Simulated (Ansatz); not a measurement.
Relaxation of Ru5⁺ with UKS PBE-D4/def2-SVP.

```sh
$ ansatz run in.yaml --threads 4 --pin off --events-out ev --progress --plain --max-ram 4787MiB
```

```yaml
crystal:
  periodic: [false, false, false]
  atoms:
    - {symbol: Ru, position_ang: [-1.470950, 2.103100, -0.023440]}
    - {symbol: Ru, position_ang: [-1.276730, -0.281360, 0.022640]}
    - {symbol: Ru, position_ang: [0.062900, -2.132900, 0.041830]}
    - {symbol: Ru, position_ang: [0.701900, 1.101650, -0.034490]}
    - {symbol: Ru, position_ang: [1.982880, -0.790490, -0.006530]}
basis:
  gaussian: {orbitals: def2-SVP}
total_charge: 1
magnetization: {spin_polarized: true, initial_magnetization: 1}
hamiltonian: {xc: pbe, dispersion: d4}
scf: {lower_state_search: "off"}
output: {orbitals: {seedname: orbitals}}
relax: {f_tol: 0.02, max_steps: 100}
```

Hardware: 4 threads of Arm Neoverse N1 on a shared host. Wall time 5 min.

Positions (Å) and forces (eV/Å) at steps 1, 2, 4, 7, 9, 10, 11, 12, 13, 14, 15, 16, 17, 18, 19, 20, 21, 22, 23, 24, 25, 26 of 26:

```xyz
5
step=1 energy=-12906.6255 eV
Ru   -1.471    2.103   -0.023    0.736   -1.053    0.012
Ru   -1.277   -0.281    0.023   -0.293   -0.473    0.009
Ru    0.063   -2.133    0.042   -0.410    0.761   -0.005
Ru    0.702    1.102   -0.034    0.545    0.121   -0.005
Ru    1.983   -0.790   -0.007   -0.579    0.644   -0.012
5
step=2 energy=-12906.7729 eV
Ru   -1.406    2.010   -0.022   -0.001   -0.002    0.001
Ru   -1.310   -0.308    0.022    0.021    0.070   -0.005
Ru    0.031   -2.084    0.042    0.039   -0.015    0.002
Ru    0.739    1.125   -0.035   -0.075   -0.007    0.002
Ru    1.946   -0.743   -0.008    0.015   -0.046    0.000
5
step=4 energy=-12906.7733 eV
Ru   -1.408    2.012   -0.022    0.001   -0.004    0.002
Ru   -1.308   -0.306    0.022   -0.008    0.001   -0.002
Ru    0.033   -2.085    0.043    0.001    0.006    0.002
Ru    0.736    1.124   -0.035    0.002    0.000   -0.001
Ru    1.947   -0.745   -0.008    0.005   -0.002    0.000
5
step=7 energy=-12906.7733 eV
Ru   -1.407    2.012   -0.021   -0.002    0.003    0.002
Ru   -1.309   -0.306    0.020    0.003   -0.003   -0.002
Ru    0.033   -2.084    0.044   -0.003   -0.002    0.001
Ru    0.736    1.124   -0.035    0.001   -0.002   -0.002
Ru    1.947   -0.746   -0.008    0.000    0.004    0.001
5
step=9 energy=-12906.7743 eV
Ru   -1.407    2.001    0.060   -0.024    0.086    0.075
Ru   -1.319   -0.300   -0.084    0.236   -0.151   -0.007
Ru    0.040   -2.075    0.110   -0.251    0.002   -0.025
Ru    0.740    1.129   -0.083    0.013   -0.164   -0.109
Ru    1.946   -0.755   -0.003    0.026    0.226    0.066
5
step=10 energy=-12906.8348 eV
Ru   -1.402    2.001    0.219    0.320   -0.462    0.111
Ru   -1.305   -0.300   -0.235    0.217   -0.056   -0.004
Ru    0.033   -2.071    0.182   -0.318    0.264   -0.043
Ru    0.732    1.109   -0.227   -0.167    0.111   -0.225
Ru    1.942   -0.739    0.061   -0.053    0.143    0.161
5
step=11 energy=-12906.9232 eV
Ru   -1.359    1.923    0.397    0.458   -0.866    0.070
Ru   -1.328   -0.275   -0.425    0.917   -0.472    0.259
Ru    0.038   -2.039    0.288   -0.852    1.047   -0.213
Ru    0.727    1.131   -0.377   -0.162   -0.041   -0.199
Ru    1.922   -0.740    0.117   -0.362    0.332    0.083
5
step=12 energy=-12907.1657 eV
Ru   -1.298    1.798    0.536    0.493   -0.722    0.056
Ru   -1.321   -0.273   -0.557    1.015   -0.084    0.295
Ru   -0.003   -1.976    0.368   -0.193    1.151   -0.355
Ru    0.740    1.164   -0.508   -0.501   -0.519   -0.183
Ru    1.882   -0.714    0.160   -0.814    0.174    0.186
5
step=13 energy=-12907.4315 eV
Ru   -1.207    1.676    0.658    0.519   -0.439   -0.092
Ru   -1.306   -0.267   -0.634    0.494    0.059    0.076
Ru   -0.037   -1.897    0.377   -0.203    0.424   -0.139
Ru    0.719    1.145   -0.657   -0.404   -0.513    0.169
Ru    1.831   -0.658    0.256   -0.406    0.469   -0.014
5
step=14 energy=-12907.5620 eV
Ru   -1.063    1.565    0.742    0.276   -0.222   -0.107
Ru   -1.324   -0.270   -0.691    0.217    0.043   -0.095
Ru   -0.067   -1.855    0.356   -0.037    0.115    0.134
Ru    0.687    1.109   -0.774   -0.205   -0.063    0.223
Ru    1.767   -0.549    0.368   -0.251    0.127   -0.156
5
step=15 energy=-12907.5913 eV
Ru   -1.033    1.484    0.767    0.017   -0.163    0.062
Ru   -1.298   -0.276   -0.756   -0.109    0.135    0.011
Ru   -0.109   -1.804    0.434    0.075    0.133   -0.076
Ru    0.683    1.138   -0.775    0.032   -0.158   -0.150
Ru    1.757   -0.542    0.330   -0.015    0.054    0.154
5
step=16 energy=-12907.6247 eV
Ru   -0.962    1.431    0.810    0.151   -0.291   -0.105
Ru   -1.312   -0.276   -0.784   -0.019    0.133    0.015
Ru   -0.124   -1.793    0.425    0.154    0.225    0.036
Ru    0.672    1.120   -0.838   -0.088    0.019   -0.030
Ru    1.726   -0.482    0.388   -0.197   -0.086    0.084
5
step=17 energy=-12907.7362 eV
Ru   -0.850    1.284    0.877    0.320   -0.487    0.023
Ru   -1.332   -0.273   -0.869    0.296    0.052    0.003
Ru   -0.168   -1.713    0.467    0.017    0.256    0.158
Ru    0.657    1.108   -0.915   -0.079    0.158   -0.212
Ru    1.693   -0.406    0.441   -0.555    0.020    0.028
5
step=18 energy=-12908.0999 eV
Ru   -0.723    1.145    0.930    1.234   -0.603    0.646
Ru   -1.312   -0.278   -0.925    0.506   -0.213   -0.723
Ru   -0.219   -1.678    0.513   -0.184    0.782   -0.062
Ru    0.644    1.132   -1.003   -0.682   -0.508   -0.131
Ru    1.610   -0.322    0.485   -0.874    0.542    0.271
5
step=19 energy=-12908.5457 eV
Ru   -0.582    1.028    0.997   -0.221   -0.622    0.579
Ru   -1.298   -0.291   -1.004    0.842    0.357   -0.028
Ru   -0.264   -1.612    0.534   -0.145    0.664    0.157
Ru    0.599    1.109   -1.068   -0.241   -0.468   -0.449
Ru    1.545   -0.234    0.542   -0.235    0.069   -0.259
5
step=20 energy=-12908.6086 eV
Ru   -0.562    0.852    1.079   -1.013    1.570    0.611
Ru   -1.233   -0.260   -1.087   -0.483   -0.149    0.098
Ru   -0.326   -1.472    0.624    0.134   -1.102   -0.554
Ru    0.578    1.077   -1.124    0.416   -0.163   -0.054
Ru    1.544   -0.196    0.508    0.947   -0.155   -0.101
5
step=21 energy=-12908.7053 eV
Ru   -0.602    0.920    1.081   -0.015   -0.107   -0.175
Ru   -1.280   -0.257   -1.069    0.512    0.008    0.336
Ru   -0.290   -1.498    0.565   -0.185   -0.221    0.244
Ru    0.591    1.038   -1.103    0.044    0.378   -0.134
Ru    1.580   -0.203    0.526   -0.355   -0.058   -0.271
5
step=22 energy=-12908.1096 eV rejected
Ru   -0.628    0.910    1.094    0.104    0.010   -0.255
Ru   -1.139   -0.350   -1.152   -1.747    0.701    0.478
Ru   -0.375   -1.424    0.720    0.619   -0.721   -1.084
Ru    0.541    1.176   -1.021    0.662   -0.949   -0.590
Ru    1.601   -0.312    0.359    0.361    0.959    1.451
5
step=23 energy=-12908.7208 eV
Ru   -0.602    0.935    1.060   -0.050   -0.210    0.076
Ru   -1.253   -0.262   -1.039    0.100    0.156    0.008
Ru   -0.297   -1.542    0.581    0.119    0.406   -0.126
Ru    0.601    1.080   -1.112   -0.122   -0.376    0.021
Ru    1.551   -0.210    0.510   -0.048    0.024    0.020
5
step=24 energy=-12908.7324 eV
Ru   -0.607    0.917    1.070   -0.032    0.015    0.042
Ru   -1.256   -0.252   -1.046    0.074   -0.006    0.037
Ru   -0.297   -1.522    0.582    0.025    0.085   -0.062
Ru    0.600    1.063   -1.117   -0.020   -0.079    0.021
Ru    1.558   -0.205    0.511   -0.047   -0.014   -0.038
5
step=25 energy=-12908.7330 eV
Ru   -0.609    0.918    1.073   -0.001    0.001    0.007
Ru   -1.253   -0.252   -1.045   -0.016   -0.001   -0.022
Ru   -0.295   -1.519    0.579   -0.006   -0.014    0.018
Ru    0.601    1.059   -1.116   -0.002    0.022   -0.015
Ru    1.557   -0.206    0.510    0.024   -0.008    0.012
5
step=26 energy=-12908.7330 eV
Ru   -0.609    0.917    1.073    0.001    0.002   -0.001
Ru   -1.253   -0.253   -1.046    0.000   -0.001    0.001
Ru   -0.296   -1.518    0.580   -0.001    0.000   -0.002
Ru    0.600    1.060   -1.116   -0.001    0.000    0.001
Ru    1.558   -0.206    0.510    0.000    0.000    0.001
```

In the def2 sets Ru takes a core potential; there is no spin–orbit coupling. At PBE0-D4/def2-TZVP a sextet of charge 1 lies 0.06 eV below the doublet, each at its own geometry. The structure comes from a short search, and lower isomers may exist.
